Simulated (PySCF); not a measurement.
C₄H₄N (SMILES c1cc[n-]c1), charge -1, singlet, at a GFN2-xTB geometry (in this run its highest filled SCF level lies above zero, so its values depend strongly on the basis, on diffuse functions most of all). Base run: PBE0/6-31G (PySCF).

The PySCF input:
```python
from pyscf import gto, scf, dft, solvent

mol = gto.Mole()
mol.atom = '''
    N     0.001351    0.001733    1.217511
    C    -0.015005    1.069239    0.393193
    C     0.015881   -1.068115    0.396201
    C    -0.011181    0.700295   -0.939771
    C     0.009098   -0.702967   -0.937796
    H    -0.029086    2.075704    0.802425
    H     0.030873   -2.073411    0.808265
    H    -0.021643    1.356719   -1.804030
    H     0.017643   -1.361849   -1.800204
'''
mol.basis = '6-31g'
mol.charge = -1
mol.spin = 0
mol.verbose = 4
mol.build()

mf = dft.RKS(mol)
mf.xc = 'pbe0'
mf.kernel()
mf.analyze()
```

Variants of this job, named by their change:

```csv
change,ΔE vs base (kcal/mol),HOMO-LUMO gap (eV)
base,0.000,8.22
model = C-PCM; solvent = tetrahydrofuran,-56.15,8.14
model = SS(V)PE; solvent = tetrahydrofuran,-52.94,8.14
model = IEF-PCM; solvent = tetrahydrofuran; vdw_scale = 1.0,(withheld),(withheld)
model = IEF-PCM; solvent = tetrahydrofuran; lebedev_order = 11,(withheld),8.14
model = IEF-PCM; solvent = 2-propanol,-61.46,8.13
model = ddCOSMO; solvent = tetrahydrofuran,(withheld),(withheld)
model = IEF-PCM; solvent = tetrahydrofuran; lebedev_order = 41,-55.71,8.14
model = IEF-PCM; solvent = methanol,-63.0,8.13
model = IEF-PCM; solvent = tetrahydrofuran; vdw_scale = 1.4,-49.10,8.17
model = IEF-PCM; solvent = chloroform,-50.37,8.15
model = IEF-PCM; solvent = acetonitrile,-63.1,8.13
```

Fill in the missing entries.


- model = IEF-PCM; solvent = tetrahydrofuran; vdw_scale = 1.0, ΔE vs base (kcal/mol): -61.81
- model = IEF-PCM; solvent = tetrahydrofuran; vdw_scale = 1.0, HOMO-LUMO gap (eV): 8.11
- model = IEF-PCM; solvent = tetrahydrofuran; lebedev_order = 11, ΔE vs base (kcal/mol): -54.63
- model = ddCOSMO; solvent = tetrahydrofuran, ΔE vs base (kcal/mol): -53.35
- model = ddCOSMO; solvent = tetrahydrofuran, HOMO-LUMO gap (eV): 8.16

The base is the gas phase, so ΔE is the electrostatic part of solvation at a fixed geometry, without cavity and dispersion terms.

The gas-phase anion may not be bound at this level, which the solvent then changes.
